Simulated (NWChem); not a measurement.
System: SeO, triplet; SMILES O=[Se]

Results from NWChem. Spin-unrestricted. This build's default masses of Se (78.918 u) and Br (79.917 u) are each other's, which moves their modes by up to 0.6 %. No stability test was run on the SCF state. The level has its own optimisation; frequencies are unscaled.

Problem. What does the run give for PBE0/def2-TZVP? Quantities: r O–Se (Å); highest harmonic frequency (cm⁻¹); zero-point energy (kcal/mol).

Solution. 
| Item | Result |
|---|---|
| r O–Se (Å) | 1.633 |
| highest harmonic frequency (cm⁻¹) | 975 |
| zero-point energy (kcal/mol) | 1.4 |
